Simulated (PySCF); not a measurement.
Parent: `[CH2:1]=[CH:2]/[CH:3]=[CH:4]/[CH:5]=[CH:6]/[Cl:7]` with C1–C2–C3–C4 180°, C3–C4–C5–C6 180°, C6H7Cl.

Theory: PBE0-D3(BJ)/def2-SVP geometry optimisation, gas phase in PySCF 2.14.0. One conformer each, not checked by frequencies here.

| coordinate of the parent | value |
| --- | --- |
| C1=C2 | 1.343 Å |
| C2–C3 | 1.446 Å |
| C3=C4 | 1.352 Å |
| C4–C5 | 1.443 Å |
| C5=C6 | 1.343 Å |
| C6–Cl7 | 1.719 Å |
| C1–C2–C3 | 124.2° |
| C2–C3–C4 | 124.2° |
| C3–C4–C5 | 123.8° |
| C4–C5–C6 | 123.0° |
| C5–C6–Cl7 | 123.4° |

Q: How does the shared frame change in `[F:1]/[CH:2]=[CH:3]/[CH:4]=[CH:5]/[CH:6]=[CH:7]/[Cl:8]` with C2–C3–C4–C5 180°, C4–C5–C6–C7 180°, C6H6ClF? Atoms pair as C1 = C2, C2 = C3, C3 = C4, C4 = C5, C5 = C6, C6 = C7, Cl7 = Cl8 (parent first).

A: 
| parent | relative | value in the relative | change |
| --- | --- | --- | --- |
| C1=C2 | C2=C3 | 1.339 Å | -0.004 |
| C2–C3 | C3–C4 | 1.442 Å | -0.004 |
| C3=C4 | C4=C5 | 1.353 Å | +0.001 |
| C4–C5 | C5–C6 | 1.442 Å | -0.001 |
| C5=C6 | C6=C7 | 1.343 Å | 0.000 |
| C6–Cl7 | C7–Cl8 | 1.719 Å | 0.000 |
| C1–C2–C3 | C2–C3–C4 | 122.9° | -1.3 |
| C2–C3–C4 | C3–C4–C5 | 124.2° | 0.0 |
| C3–C4–C5 | C4–C5–C6 | 123.9° | +0.1 |
| C4–C5–C6 | C5–C6–C7 | 123.1° | +0.1 |
| C5–C6–Cl7 | C6–C7–Cl8 | 123.5° | +0.1 |

Of the parent's bonds, C1–C2 and C2–C3 change most and about equally (-0.004 Å). Bonds of the relative outside the shared frame: F1–C2 1.325 Å. Point group Cs → Cs.
